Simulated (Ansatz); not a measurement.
One change: `C[S][Al]([F])[F]` becomes `C[SiH2][Al]([F])[F]`.

Ansatz, PBE0-D4/def2-TZVP geometries, multiplicity 1. Each molecule was computed in one conformer, which needn't be the lowest.

| property | `C[S][Al]([F])[F]` |
| --- | --- |
| HOMO–LUMO gap (PBE/def2-TZVPP) / eV | 4.62 |
| LUMO energy (PBE0/def2-TZVPP) / eV | -0.94 |
| size of the dipole moment (PBE/def2-TZVPP) / D | 2.24 |
| HOMO energy (PBE0/def2-TZVPP) / eV | -7.64 |
| LUMO energy (B3LYP/def2-TZVPP) / eV | -1.25 |
| HOMO energy (B3LYP/def2-TZVPP) / eV | -7.39 |

Give the same properties after the change, and the shifts. (Best estimate.)

Computed: 
| property | `C[SiH2][Al]([F])[F]` | shift |
| --- | --- | --- |
| HOMO–LUMO gap (PBE/def2-TZVPP) / eV | 5.08 | 0.46 |
| LUMO energy (PBE0/def2-TZVPP) / eV | -1.27 | -0.33 |
| size of the dipole moment (PBE/def2-TZVPP) / D | 2.55 | 0.31 |
| HOMO energy (PBE0/def2-TZVPP) / eV | -8.26 | -0.62 |
| LUMO energy (B3LYP/def2-TZVPP) / eV | -1.47 | -0.22 |
| HOMO energy (B3LYP/def2-TZVPP) / eV | -8.07 | -0.68 |

With PBE0 the HOMO falls by 0.62 eV and the LUMO falls by 0.33 eV, so the gap widens by about 0.29 eV. PBE moves the HOMO by -0.68 eV and ωB97M-V by -0.48 eV. Dipoles are sizes alone; their direction can turn.

B3LYP here is the variant with VWN-RPA as its local correlation; programs differ in this.
